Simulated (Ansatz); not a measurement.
Program: Ansatz. Geometries: PBE0-D4/def2-TZVP. ΔE: electronic, gas phase. CCSD(T)/CBS is the MP2 limit (def2-TZVPP, def2-QZVPP) plus CCSD(T) − MP2 in def2-TZVPP, frozen cores. DFT in def2-TZVPP. B3LYP here is the variant with VWN-RPA as its local correlation; programs differ in this. Each species was taken in one conformer, which may not be the lowest.

`C=C=C=[N][AlH2]` + `CC(=N)O` → `C/C(O)=[N]\[AlH2]` + `C=C=C=N`  (ligand exchange at the Al–N bond)

| level | ΔE (kJ/mol) | difference from CCSD(T)/CBS |
| --- | --- | --- |
| PBE-D4 | 22.7 | -1.1 |
| r2SCAN-D4 | 24.5 | 0.7 |
| PBE0-D4 | 24.8 | 1.0 |
| B3LYP-D4 | 24.4 | 0.6 |
| ωB97X-V | 22.6 | -1.2 |
| ωB97M-V | 22.3 | -1.5 |
| B2PLYP | 26.7 | 2.9 |
| PBE | 23.7 | -0.1 |
| r2SCAN | 24.8 | 1.0 |
| PBE0 | 25.8 | 2.0 |
| B3LYP | 26.0 | 2.2 |
| HF/def2-TZVPP | 30.9 | 7.1 |
| MP2/def2-TZVPP | 28.7 | 4.9 |
| SCS-MP2/def2-TZVPP | 27.4 | 3.6 |
| CCSD/def2-TZVPP | 24.5 | 0.7 |
| CCSD(T)/def2-TZVPP | 23.8 | 0.0 |
| HF/def2-QZVPP | 31.1 | 7.3 |
| MP2/def2-QZVPP | 28.9 | 5.1 |
| SCS-MP2/def2-QZVPP | 27.5 | 3.7 |
| HF/CBS(def2) | 31.2 | 7.4 |
| MP2/CBS(def2) | 28.8 | 5.0 |
| CCSD/CBS(def2) | 24.6 | 0.8 |
| CCSD(T)/CBS | 23.8 | 0 |

Largest T1 diagnostic among the species: 0.016.
